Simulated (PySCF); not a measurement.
C6H8N2.
Structure used (GFN2-xTB), in Å, numbered top down from 1:
```
atom  x, y, z in Å
C1    -0.731    1.656    0.075
C2     0.195    0.485    0.078
C3     1.556    0.621    0.282
C4     2.334   -0.534    0.267
N5     1.823   -1.731    0.066
N6     0.545   -1.869   -0.127
C7    -0.270   -0.830   -0.128
C8    -1.715   -1.127   -0.359
H9    -1.245    1.730   -0.883
H10   -0.185    2.579    0.253
H11   -1.490    1.541    0.848
H12    2.003    1.591    0.448
H13    3.403   -0.501    0.421
H14   -2.312   -0.798    0.490
H15   -1.841   -2.197   -0.494
H16   -2.074   -0.607   -1.246
```

Computed at PBE0/pcSseg-1 (PySCF, non-relativistic), with Q(14N) = 0.02044 b: N5, 14N (I = 1): χzz = -6.221 MHz, η = 0.157; N6, 14N (I = 1): χzz = -6.081 MHz, η = 0.141.

Q: Where would the pure quadrupole (NQR) lines of 14N at N5 fall for the rigid, isolated species?

A: From ν± = (3/4)|χ|(1 ± η/3) and ν0 = |χ|η/2: ν+ 4.910 MHz, ν− 4.421 MHz, ν0 0.488 MHz (pyridine-type nitrogen).

Q: Where would the pure quadrupole (NQR) lines of 14N at N6 fall for the rigid, isolated species?

A: From ν± = (3/4)|χ|(1 ± η/3) and ν0 = |χ|η/2: ν+ 4.775 MHz, ν− 4.346 MHz, ν0 0.429 MHz (pyridine-type nitrogen).

In a crystal, neighbours and librations shift these lines. GFN2-xTB bond lengths can be off by several hundredths of an ångström, more for odd bonds, and the gradients follow them. The basis is small and wasn't made for field gradients, so the couplings can be 20 % off.
